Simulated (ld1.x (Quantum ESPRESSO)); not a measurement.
Logarithmic derivatives: lutetium (Lu), RRKJ

```json
{
  "Element": "lutetium (Lu)",
  "Generator": "ld1.x (Quantum ESPRESSO) 7.5",
  "Type": "norm-conserving RRKJ (Kleinman–Bylander form)",
  "Functional": "PBEsol",
  "Relativity": "scalar-relativistic",
  "Frozen core": "[Kr] 4d10",
  "Valence charge": "25",
  "Reference configuration": "4f14 5s2 5p6 5d1 6s2 6p0",
  "Partial waves": "5s (bound): rc 1.65 bohr; 5d (bound): rc 3.05 bohr; 4f (bound): rc 0.70 bohr; 5p (bound): rc 1.25 bohr",
  "Local potential": "the p channel",
  "Core correction": "Bessel-smoothed model core inside 0.55 bohr"
}
```

Occupied shells without a wave of their own: 6s. They enter only through the test configuration that unscreens the potential, and ld1.x also counts them in the model core charge.

The phase is arctan(r·u′/u) with u = r·R(r), unwrapped; energies in Ry, scanned from -6 to 5 Ry. A pole is an energy at which the radial function vanishes at the test radius. The pseudo phase is shifted by a multiple of π to meet the all-electron one at the reference energy, and phase errors are pseudo minus all-electron; the curves can meet again beyond the range given. Levels narrower than the energy grid can be missing from the lists of poles. n/a: not evaluated, since a narrow level or a reset projector energy made the automatic matching unsafe.

For each channel, where are the poles, and over which energies does the pseudopotential scatter like the atom?

```json
{"channel": "s", "radius (bohr)": "3.30", "reference energy (Ry)": "-4.49", "poles, all-electron": "0.98", "poles, pseudo": "0.88", "unbroken range about the reference energy with phases within 0.05 rad": "n/a", "phase error 1 Ry above the reference energy (rad)": "n/a"}
{"channel": "p", "radius (bohr)": "3.30", "reference energy (Ry)": "-2.33", "poles, all-electron": "-2.30, 2.09", "poles, pseudo": "-2.30, 2.06", "unbroken range about the reference energy with phases within 0.05 rad": "below 4.2", "phase error 1 Ry above the reference energy (rad)": "-0.000"}
{"channel": "d", "radius (bohr)": "3.30", "reference energy (Ry)": "-0.13", "poles, all-electron": "0.28, 4.12", "poles, pseudo": "0.29, 4.75", "unbroken range about the reference energy with phases within 0.05 rad": "below 1.3", "phase error 1 Ry above the reference energy (rad)": "+0.012"}
{"channel": "f", "radius (bohr)": "3.30", "reference energy (Ry)": "-0.71", "poles, all-electron": "2.71", "poles, pseudo": "2.79", "unbroken range about the reference energy with phases within 0.05 rad": "n/a", "phase error 1 Ry above the reference energy (rad)": "n/a"}
```

ld1.x takes every shell without a wave as core, so the model core holds the 6s electrons as well and exchange and correlation see them twice. This cancels in the reference configuration, but the file is broken for other ones, and its errors say nothing about a proper core correction.

Phases in the d channel:

| E (Ry) | all-electron | pseudo |
| --- | --- | --- |
| -6.00 | 1.446 | 1.446 |
| -5.48 | 1.440 | 1.440 |
| -4.96 | 1.433 | 1.434 |
| -4.44 | 1.425 | 1.426 |
| -3.92 | 1.416 | 1.416 |
| -3.40 | 1.404 | 1.404 |
| -2.88 | 1.389 | 1.389 |
| -2.36 | 1.368 | 1.369 |
| -1.84 | 1.339 | 1.339 |
| -1.32 | 1.288 | 1.289 |
| -0.80 | 1.173 | 1.174 |
| -0.28 | 0.341 | 0.342 |
| 0.24 | -1.543 | -1.540 |
| 0.76 | -1.771 | -1.762 |
| 1.28 | -2.011 | -1.970 |
| 1.80 | -2.924 | -2.606 |
| 2.32 | -4.237 | -4.041 |
| 2.84 | -4.521 | -4.445 |
| 3.36 | -4.628 | -4.577 |
| 3.88 | -4.690 | -4.645 |
| 4.40 | -4.737 | -4.689 |
| 4.92 | -4.781 | -4.723 |
